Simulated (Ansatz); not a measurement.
Ansatz (an electronic-structure program) input (HF/6-31G*):

Ansatz 0.2 input:
```yaml
crystal:
  periodic: [false, false, false]
  atoms:
    - {symbol: B, position_ang: [-0.00000000, -0.00000000, -0.63426100]}
    - {symbol: O, position_ang: [-0.00000000, -0.00000000, -1.83903300]}
    - {symbol: Cl, position_ang: [0.00000000, 0.00000000, 1.05197400]}
basis:
  gaussian:
    orbitals: 6-31G*
hamiltonian:
  xc: {name: HF}
relax: {f_tol: 0.003, max_steps: 120}
```

Output:

```
Functional definition: HF
integrals: 0.01 GiB planned
482 factors; integrals over basis functions are off by at most 2.8e-4 eV
mean field: 0.08 GiB planned
mean field evaluation 1: about -15210.4931 eV, gradient 4.1e1 eV
mean field evaluation 2: about -15210.4946 eV, gradient 4.1e1 eV
mean field evaluation 4: about -15214.0946 eV, gradient 2.4e0 eV
mean field evaluation 8: about -15214.1278 eV, gradient 4.1e-4 eV
mean field -15214.12781837 eV, -559.1088848188 hartree, gradient 1.3e-5 eV, S^2 0.000000; 0 other end points of the search recorded, 0 dependent functions left out
the calculation of the forces begins
reference -15214.12781837 eV, -559.1088848188 hartree; 15, 15 occupied and 34, 34 virtual orbitals, 482 factors
relax step   1: F+E_penalty+E_count = -15214.12781837 eV  Δ(F+E_penalty+E_count) = +0.000e0 eV  max|allowed force component| = 1.918e0 eV/Å  Δτ_max = 0.0000 Å  (29 SCF iters, accepted)
these checks for a lower state are left out or cut short: starts, cluster_reference, orbital_swaps, neighbouring_geometries, increment
integrals: 0.01 GiB planned
482 factors; integrals over basis functions are off by at most 2.7e-4 eV
mean field: 0.08 GiB planned
mean field evaluation 16: about -15214.1441 eV, gradient 1.5e-5 eV
mean field -15214.14405232 eV, -559.1094814056 hartree, gradient 3.3e-5 eV, S^2 0.000000; 0 other end points of the search recorded, 0 dependent functions left out
the calculation of the forces begins
reference -15214.14405232 eV, -559.1094814056 hartree; 15, 15 occupied and 34, 34 virtual orbitals, 482 factors
relax step   2: F+E_penalty+E_count = -15214.14405232 eV  Δ(F+E_penalty+E_count) = -1.623e-2 eV  max|allowed force component| = 1.874e-1 eV/Å  Δτ_max = 0.0106 Å  (25 SCF iters, accepted)
these checks for a lower state are left out or cut short: starts, cluster_reference, orbital_swaps, neighbouring_geometries, increment
integrals: 0.01 GiB planned
482 factors; integrals over basis functions are off by at most 2.7e-4 eV
mean field: 0.08 GiB planned
mean field -15214.14427642 eV, -559.1094896409 hartree, gradient 7.7e-5 eV, S^2 0.000000; 0 other end points of the search recorded, 0 dependent functions left out
the calculation of the forces begins
reference -15214.14427642 eV, -559.1094896409 hartree; 15, 15 occupied and 34, 34 virtual orbitals, 482 factors
relax step   3: F+E_penalty+E_count = -15214.14427642 eV  Δ(F+E_penalty+E_count) = -2.241e-4 eV  max|allowed force component| = 4.911e-2 eV/Å  Δτ_max = 0.0013 Å  (19 SCF iters, accepted)
these checks for a lower state are left out or cut short: starts, cluster_reference, orbital_swaps, neighbouring_geometries, increment
integrals: 0.01 GiB planned
482 factors; integrals over basis functions are off by at most 2.6e-4 eV
mean field: 0.08 GiB planned
mean field -15214.14431437 eV, -559.1094910356 hartree, gradient 4.2e-5 eV, S^2 0.000000; 0 other end points of the search recorded, 0 dependent functions left out
the calculation of the forces begins
reference -15214.14431437 eV, -559.1094910356 hartree; 15, 15 occupied and 34, 34 virtual orbitals, 482 factors
relax step   4: F+E_penalty+E_count = -15214.14431437 eV  Δ(F+E_penalty+E_count) = -3.795e-5 eV  max|allowed force component| = 1.199e-3 eV/Å  Δτ_max = 0.0010 Å  (19 SCF iters, accepted)
integrals: 0.01 GiB planned
482 factors; integrals over basis functions are off by at most 2.6e-4 eV
mean field: 0.08 GiB planned
mean field evaluation 32: about -15210.5582 eV, gradient 4.1e1 eV
mean field -15214.14431437 eV, -559.1094910356 hartree, gradient 4.2e-5 eV, S^2 0.000000; 1 other end points of the search recorded, 0 dependent functions left out
the calculation of the forces begins
reference -15214.14431437 eV, -559.1094910356 hartree; 15, 15 occupied and 34, 34 virtual orbitals, 482 factors
Total energy: -15214.14431437 eV, -559.1094910356 hartree
Atom 0 at    -0.000000    -0.000000    -0.642314 Å, force     0.000000    -0.000000    -0.001082 eV/Å
Atom 1 at     0.000000     0.000000    -1.829278 Å, force    -0.000000     0.000000     0.001199 eV/Å
Atom 2 at     0.000000    -0.000000     1.050272 Å, force    -0.000000     0.000000    -0.000117 eV/Å
Dipole moment:    -0.000000    -0.000000     0.523703 e Å
```

The geometry given is a B3LYP-D3(BJ)/def2-TZVP minimum.
